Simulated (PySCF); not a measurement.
Question: What does the PBE0-D3(BJ)/def2-SVP structure of `S=C=C(I)CI` look like in three dimensions?

Answer: 
```
atom  x, y, z in Å
S1     2.9795   -0.7859   -0.1434
C2     1.5701   -0.1314   -0.1085
C3     0.3715    0.4177   -0.0861
I4     0.3462    2.4966    0.2565
C5    -0.9026   -0.3074   -0.2174
I6    -1.9192   -0.6470    1.6968
H7    -0.7519   -1.3087   -0.6391
H8    -1.6383    0.2470   -0.8116
```

Orientation and origin are arbitrary. Atoms count from 1 in this order. The C–C distances run from 1.319 Å (C2=C3, drawn double) to 1.472 Å (C3–C5, drawn single), a spread of 0.153 Å. The C–I distances run from 2.107 Å (C3–I4, drawn single) to 2.194 Å (C5–I6, drawn single), a spread of 0.087 Å.

Bonds between heavy atoms (Å): S1=C2 1.554, C2=C3 1.319, C3–I4 2.107, C3–C5 1.472, C5–I6 2.194.

Level of theory: PBE0-D3(BJ)/def2-SVP geometry optimisation, gas phase, def2 core potentials past Kr in PySCF.

Point group: C1 (no symmetry element, even within 0.4 Å). PBE0-D3(BJ)/def2-SVP frequencies: not computed here. One conformer, not necessarily the lowest (C2–C3–C5–I6 101°).

Hardware: an Arm Neoverse V2 with one thread, shared host. Cost: 53 s wall, 0.53 GiB resident at most. These figures are those of the optimisation.
